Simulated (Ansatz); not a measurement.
Calculated with Ansatz (gas phase, PBE0-D4/def2-TZVP geometries, no zero-point term in ΔE). CBS: MP2 limit from def2 TZ/QZ plus the TZ coupled-cluster correction, frozen cores. Functionals use def2-TZVPP. B3LYP here is the variant with VWN-RPA as its local correlation; programs differ in this. HSE06 is defined as in plane-wave codes. def2 core potentials past Kr. For I, Zr outer-core shells are correlated without core-valence functions, which leaves a few kJ/mol of doubt a bond.

Reaction (formal exchange of groups at a Zr–I bond): `[Cl][Zr]([Cl])([I])[I]` + `CC(=O)Cl` → `[Cl][Zr]([Cl])([Cl])[I]` + `CC(=O)I`

| level | ΔE (kJ/mol) | difference from CCSD(T)/CBS |
| --- | --- | --- |
| LDA (SPW92) | -11.5 | 1.4 |
| PBE-D4 | -17.1 | -4.2 |
| revPBE-D4 | -19.5 | -6.6 |
| BLYP-D4 | -24.9 | -12.0 |
| r2SCAN-D4 | -17.6 | -4.7 |
| B97M-V | -21.3 | -8.4 |
| PBE0-D4 | -11.3 | 1.6 |
| B3LYP-D4 | -18.8 | -5.9 |
| r2SCANh-D4 | -15.2 | -2.3 |
| r2SCAN0-D4 | -11.9 | 1.0 |
| HSE06-D4 | -11.3 | 1.6 |
| BHLYP-D4 | -11.4 | 1.5 |
| CAM-B3LYP-D4 | -16.3 | -3.4 |
| B2PLYP | -13.8 | -0.9 |
| PBE-QIDH | -5.3 | 7.6 |
| PBE | -17.8 | -4.9 |
| revPBE | -19.8 | -6.9 |
| BLYP | -25.7 | -12.8 |
| r2SCAN | -17.7 | -4.8 |
| PBE0 | -12.1 | 0.8 |
| B3LYP | -19.9 | -7.0 |
| r2SCANh | -15.4 | -2.5 |
| r2SCAN0 | -12.1 | 0.8 |
| HSE06 | -12.2 | 0.7 |
| CAM-B3LYP | -17.3 | -4.4 |
| LC-ωPBE | -10.9 | 2.0 |
| RPA@PBE/def2-TZVPP | -10.8 | 2.1 |
| MP2/def2-SVP | -7.4 | 5.5 |
| CCSD/def2-SVP | -12.1 | 0.8 |
| CCSD(T)/def2-SVP | -11.8 | 1.1 |
| HF/def2-TZVPP | -9.4 | 3.5 |
| MP2/def2-TZVPP | -4.6 | 8.3 |
| SCS-MP2/def2-TZVPP | -8.4 | 4.5 |
| CCSD/def2-TZVPP | -10.4 | 2.5 |
| CCSD(T)/def2-TZVPP | -9.7 | 3.2 |
| HF/def2-QZVPP | -9.8 | 3.1 |
| MP2/def2-QZVPP | -6.6 | 6.3 |
| HF/CBS(def2) | -9.9 | 3.0 |
| MP2/CBS(def2) | -7.7 | 5.2 |
| CCSD/CBS(def2) | -13.5 | -0.6 |
| CCSD(T)/CBS | -12.9 | 0 |

Largest T1 diagnostic among the species: 0.015.

From BLYP to BHLYP (50 % exact exchange), in def2-TZVPP and without D4, ΔE moves by +11.4 kJ/mol. Leaving LDA and LC-ωPBE aside and taking each functional with its dispersion term where it has one, the values spread over 19.5 kJ/mol, from BLYP-D4 to PBE-QIDH. LDA lies +6.3 kJ/mol from PBE without D4.

CCSD(T)/CBS has its own doubt, a few kJ/mol and more with outer-core shells, so smaller differences from it don't rank the levels.
